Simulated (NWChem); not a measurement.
Molecule: C2H8SSi; SMILES C[SiH2]SC

```xyz
12

Si    -0.5295     0.9165     0.2701
C      0.8635     1.9562    -0.4394
S     -0.4923    -1.1234    -0.3985
C      1.0490    -1.7070     0.3801
H     -1.8571     1.4266    -0.1842
H     -0.4660     0.9542     1.7666
H      0.8335     1.9448    -1.5393
H      0.7729     2.9998    -0.0978
H      1.8469     1.5811    -0.1165
H      1.9337    -1.2010    -0.0320
H      1.0219    -1.5778     1.4718
H      1.1276    -2.7798     0.1570
```
Atoms are numbered in this order, from 1.

Level: PBE0/def2-SVP (NWChem), optimised geometry, unscaled harmonic frequencies. 

Problem. List the harmonic frequencies with IR intensities, and the thermochemistry.

Solution. 
```tsv
frequency (cm⁻¹)	IR intensity (km/mol)
70	1.0
119	0.1
148	0.8
178	1.0
222	1.6
475	14.5
502	19.6
672	8.3
688	2.9
732	10.3
735	48.7
881	73.2
900	232.0
924	78.1
961	6.0
979	1.8
1260	23.4
1334	3.6
1425	5.8
1429	3.3
1449	9.5
1454	10.7
2206	118.7
2243	106.0
3059	1.8
3064	20.0
3162	2.2
3173	4.4
3174	1.6
3185	1.1
```

- zero-point energy = 58.3 kcal/mol
- thermal correction to the enthalpy at 298.15 K (with zero-point energy) = 63.5 kcal/mol
- heat capacity Cv = 24.3 cal/(mol K)
- entropy at 298.15 K and 1 atm (symmetry number 1) = 83.5 cal/(mol K)
- dipole moment = 1.93 D

Rigid rotor and harmonic oscillator; modes under 100 cm⁻¹ make the entropy uncertain.
